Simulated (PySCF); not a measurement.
# Ca2 at LDA

Level: LDA. basis Ca def2-SVP; no relativity; PySCF 2.14.

* state: ¹Σg⁺ (singlet), closed shell
* bond length: 4.010 Å
* harmonic wavenumber: 97.5 cm⁻¹
* force constant: 0.112 mdyn/Å
* rotational constant Be: 0.05246 cm⁻¹
* anharmonicity ωexe: 0.715 cm⁻¹
* vibration–rotation constant αe: 0.000431 cm⁻¹
* well depth De to Ca + Ca: 0.34 eV
* dissociation energy D0: 0.34 eV
* HOMO–LUMO gap: 1.11 eV
* bond order (Mayer): 0.51

Closed-shell solutions of metal pairs were not tested for spin polarisation, which can lower them a little. The bond is weak. Basis-set superposition, not corrected here, can be much of De in a small basis, most of all at correlated wavefunction levels. Functionals without a dispersion term scatter widely for such bonds, and LDA overbinds them.
